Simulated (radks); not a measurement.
The numbers below are computed, except where a source is named.
Ionisation of neutral aluminium, [Ne] 3s2 3p1, to Al+, [Ne] 3s2, under several functionals. Dirac Kohn-Sham, spin-unpolarised, spherical densities, point nucleus; open shells are shared between the two j in proportion to 2j + 1; a radial shooting solver on a logarithmic mesh with Libxc functionals.

[
 {"functional": "OLYP", "E(Al) (hartree)": "-242.82267", "Exc (hartree)": "-18.59305", "IE (eV)": "5.622", "-e(HOMO) (eV)": "2.562", "<r> HOMO (bohr)": "3.518", "IE error (eV)": "-0.363"},
 {"functional": "PW91", "E(Al) (hartree)": "-242.80313", "Exc (hartree)": "-18.55728", "IE (eV)": "5.803", "-e(HOMO) (eV)": "2.737", "<r> HOMO (bohr)": "3.457", "IE error (eV)": "-0.183"},
 {"functional": "PBEsol", "E(Al) (hartree)": "-242.19636", "Exc (hartree)": "-17.92650", "IE (eV)": "5.736", "-e(HOMO) (eV)": "2.684", "<r> HOMO (bohr)": "3.437", "IE error (eV)": "-0.250"},
 {"functional": "HCTH/407", "E(Al) (hartree)": "-242.83331", "Exc (hartree)": "-18.60783", "IE (eV)": "5.882", "-e(HOMO) (eV)": "2.846", "<r> HOMO (bohr)": "3.534", "IE error (eV)": "-0.103"},
 {"functional": "AM05", "E(Al) (hartree)": "-241.87318", "Exc (hartree)": "-17.59094", "IE (eV)": "5.712", "-e(HOMO) (eV)": "2.661", "<r> HOMO (bohr)": "3.441", "IE error (eV)": "-0.273"},
 {"functional": "revPBE", "E(Al) (hartree)": "-242.77091", "Exc (hartree)": "-18.52361", "IE (eV)": "5.748", "-e(HOMO) (eV)": "2.693", "<r> HOMO (bohr)": "3.454", "IE error (eV)": "-0.238"},
 {"functional": "BP86", "E(Al) (hartree)": "-242.84297", "Exc (hartree)": "-18.59675", "IE (eV)": "5.860", "-e(HOMO) (eV)": "2.805", "<r> HOMO (bohr)": "3.431", "IE error (eV)": "-0.125"},
 {"functional": "SOGGA", "E(Al) (hartree)": "-242.10760", "Exc (hartree)": "-17.83616", "IE (eV)": "5.666", "-e(HOMO) (eV)": "2.620", "<r> HOMO (bohr)": "3.444", "IE error (eV)": "-0.320"},
 {"functional": "PBE", "E(Al) (hartree)": "-242.68491", "Exc (hartree)": "-18.43345", "IE (eV)": "5.761", "-e(HOMO) (eV)": "2.707", "<r> HOMO (bohr)": "3.451", "IE error (eV)": "-0.225"}
]

NIST Atomic Spectra Database: 5.986 eV (measured). Closest: HCTH/407. The Delta-SCF values span 0.26 eV, the total energies 0.97 hartree. The highest occupied level is 3p3/2. Spin polarisation and multiplet splitting are left out, so open shells lie too high by an amount that depends on their filling.

Beside tabulated values, note that spin-unpolarised runs miss the spin-polarisation part of the exchange energy of open shells.
